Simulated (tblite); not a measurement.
C8H11 (doublet state).
Structure used (GFN2-xTB), in Å, numbered top down from 1:
```
atom  x, y, z in Å
C1    -3.6787   -0.7758    0.9626
C2    -2.5172   -0.2183    0.8657
C3    -1.8492    0.1970   -0.4119
C4    -0.9926    1.4581   -0.4171
C5    -0.3867    0.1282   -0.5096
C6     0.6960   -0.6067   -0.5760
C7     2.0867   -0.0469   -0.6294
C8     2.8816   -0.4314    0.6180
H9    -4.4628   -1.1060    0.3215
H10   -1.9250   -0.0039    1.7486
H11   -2.4343   -0.0152   -1.2991
H12   -1.0231    2.0931   -1.2921
H13   -0.8935    2.0062    0.5105
H14    0.6174   -1.6870   -0.5831
H15    2.5956   -0.4426   -1.5127
H16    2.0411    1.0399   -0.7179
H17    2.9182   -1.5130    0.7290
H18    3.9000   -0.0558    0.5503
H19    2.4167   -0.0108    1.5067
```

Computed with GFN2-xTB (tblite): harmonic, unscaled wavenumbers at the GFN2-xTB geometry, gas phase. Errors from tens to a few hundred cm⁻¹ against measured bands are possible. One conformer, not necessarily the lowest. Open shells enter through the occupations alone, without spin polarisation, and single modes of such species can be off by tens of per cent.

Harmonic wavenumbers (cm⁻¹): 49.1, 63.7, 89.8, 156.3, 203.5, 232.7, 285.7, 364.7, 377.0, 428.7, 521.9, 612.9, 733.2, 765.3, 810.3, 834.0, 860.1, 922.7, 953.9, 962.9, 1013.5, 1034.3, 1049.9, 1067.6, 1081.5, 1089.9, 1132.6, 1170.5, 1205.8, 1239.5, 1267.5, 1302.9, 1353.3, 1409.4, 1434.1, 1478.4, 1500.2, 1504.8, 1701.5, 1881.3, 2954.6, 2989.7, 2998.2, 3031.3, 3031.6, 3033.4, 3038.8, 3039.7, 3059.1, 3062.6, 3189.0.

A = 4817, B = 930.2, C = 859.4 MHz; mass 107.086 u (most abundant isotopes); point group C1, symmetry number 1; spin multiplicity 2.

**Question.** Zero-point energy?

**Answer.** ½Σν̃ = 34787 cm⁻¹ = 99.46 kcal/mol.

**Question.** Give the ideal-gas entropy at 400 K and 1 bar in the rigid-rotor, harmonic-oscillator model (classical rotation).

**Answer.** Translation 41.41, rotation 29.69, vibration 36.82, spin (R ln 2) 1.38: S = 109.3 cal/(mol K).

**Question.** And Cp and H(400 K) − H(0)?

**Answer.** Cp = 46.08 cal/(mol K), of which vibrations give 38.13 (their classical limit is 51 R = 101.3); H(400 K) − H(0) = 10.77 kcal/mol without the zero-point energy, 7.59 from vibrations.

**Question.** How do the functions run with temperature in this model?

**Answer.** 
| T (K) | S (cal/(mol K)) | Cp (cal/(mol K)) | H − H(0) (kcal/mol) | G − H(0) (kcal/mol) | ln q(vib) |
| --- | --- | --- | --- | --- | --- |
| 150 | 78.0 | 22.3 | 2.30 | -9.40 | 2.98 |
| 250 | 91.4 | 31.2 | 4.96 | -17.89 | 5.41 |
| 298.15 | 97.3 | 36.0 | 6.58 | -22.43 | 6.56 |
| 600 | 131.1 | 61.8 | 21.65 | -57.04 | 13.74 |
| 900 | 159.3 | 77.0 | 42.67 | -100.74 | 20.61 |

q(vib) and H(0) count from the zero-point level.

**Question.** What must be added to the electronic energy to get the Gibbs energy at 400 K and 1 bar?

**Answer.** ZPE + [H(400 K) − H(0)] − T·S = 99.46 + 10.77 − 43.72 = 66.51 kcal/mol.

**Question.** Blend soft modes into free rotors: weight 1/[1 + (100 cm⁻¹/ν̃)⁴] for the oscillator and the rest for a rotor with moment μB/(μ + B), μ = h/(8π²ν), B = 10⁻⁴⁴ kg m². What vibrational entropy results?

**Answer.** 33.52 cal/(mol K) in place of 36.82, which changes −T·S at 400 K by +1.32 kcal/mol.

**Question.** Which modes carry the vibrational entropy at 400 K?

**Answer.** 49.1 cm⁻¹: 5.44; 63.7 cm⁻¹: 4.92; 89.8 cm⁻¹: 4.24; 156.3 cm⁻¹: 3.16; 203.5 cm⁻¹: 2.65; 232.7 cm⁻¹: 2.40 cal/(mol K); the other 45 give 14.02 together.

Hindered rotation and anharmonicity are outside this model. Other conformers, if any are populated, would add a mixing term that is left out. The structure is chiral; the term R ln 2 for an equal mix with its mirror image is left out.
